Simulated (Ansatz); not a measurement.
System: C5H11N2O, net charge 0, doublet state. It need not be the lowest isomer of its formula. 
Geometry from a B3LYP-D3(BJ)/def2-TZVP (Ansatz, a quantum-chemistry and plane-wave program) optimisation:
```
C
O 1 1.2220
N 1 1.3832 2 123.03
N 1 1.3965 2 120.70 3 -177.14
C 4 1.3766 1 123.94 2 150.93
H 5 1.0755 4 119.05 1 -7.98
H 5 1.0762 6 121.92 4 165.78
C 3 1.4546 1 115.29 2 -7.82
H 8 1.0860 3 109.83 1 -41.11
H 8 1.0909 9 109.54 3 119.08
H 8 1.0961 9 108.16 10 118.39
C 3 1.4584 1 121.29 2 135.76
H 12 1.0848 3 110.99 1 28.47
H 12 1.0919 13 108.40 3 -120.89
H 12 1.0967 13 108.78 14 -117.46
C 4 1.4585 5 118.22 6 158.43
H 16 1.0853 4 109.48 5 162.00
H 16 1.0898 17 109.93 4 119.30
H 16 1.0924 17 108.47 18 119.36
```
Charge 0, spin multiplicity 2.

Wanted: atomisation energy (electronic, to ground-state atoms), in kcal/mol. Valence correlation only, unless marked. UHF or UKS for open shells. Spin-orbit coupling is left out. Non-relativistic. The coupled-cluster limit lacks core correlation, which all-electron functionals hold. CBS(X,Y): correlation extrapolated as X^-3; Hartree-Fock from the larger set. The bracket is a focal-point correction in the basis named.

```csv
level,program,atomisation energy (kcal/mol)
HF/STO-3G,Ansatz,1458.5
r2SCAN/def2-TZVPD,Ansatz,1808.2
B3LYP-D4/def2-TZVPD,Ansatz + dftd4,1812.9
PBE0/STO-3G,Ansatz,2041.8
```

### Question
Predict the RI-MP2/CBS(cc-pVTZ,cc-pVQZ)+[CCSD(T)-MP2]/cc-pVTZ result (Ansatz).

### Answer
1801.2 kcal/mol
